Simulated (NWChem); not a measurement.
# C₄H₄; SMILES C#CC=C

Program: NWChem. All runs use the structure optimised with B3LYP/6-31G* (spherical d). Ions are spin-unrestricted doublets at the neutral geometry; other ion states weren't tried.

For level PBE/def2-SVP:

```
Item           Result
-------------  ------
−ε(HOMO) (eV)    6.02
```

Estimate the same quantities for level PBE0/def2-SVP.

−ε(HOMO) (eV): 7.11
